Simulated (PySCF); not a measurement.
Mo(NH)(S)(Me)(SH) (CH₅MoNS₂), SMILES [CH3][Mo](=[NH])([SH])=[S], multiplicity 1.

Geometry: B3LYP-D3(BJ)/def2-SVP. The spin state was assumed, not searched. The structure was generated by enumeration; whether it is a known compound was not checked. The def2 effective core potentials stand for the cores of Mo; spin–orbit coupling is left out. One conformer was computed; it need not be the lowest.

Two levels are set side by side: TDDFT-PBE/def2-SVPD (PySCF) and TDDFT-LC-ωPBE/def2-SVPD (PySCF). Vertical, same geometry. The lowest singlet is HOMO→LUMO 87 % with PBE and HOMO→LUMO 53 %, HOMO→LUMO+1 32 % with the other functional; states are paired by order. Differences are taken from unrounded values.

```json
[
 {"quantity": "lowest singlet excitation (eV)", "TDDFT-LC-ωPBE": "3.20"},
 {"quantity": "lowest triplet excitation (TDA) (eV)", "TDDFT-LC-ωPBE": "2.77"}
]
```

Q: What does TDDFT-PBE give, and how far is it from TDDFT-LC-ωPBE? (An estimate is asked for; the answer gives what the named calculation found.)

A: 
```tsv
quantity	TDDFT-PBE	TDDFT-PBE minus TDDFT-LC-ωPBE
lowest singlet excitation (eV)	3.05	-0.15
lowest triplet excitation (TDA) (eV)	2.66	-0.11
```

A lower first singlet is the usual sign of a functional without exact exchange. Differences between two approximate levels are no errors against the true value.

Rough cost on one machine, each run with all the roots and properties that it gave: TDDFT-LC-ωPBE against TDDFT-PBE about 4 times.
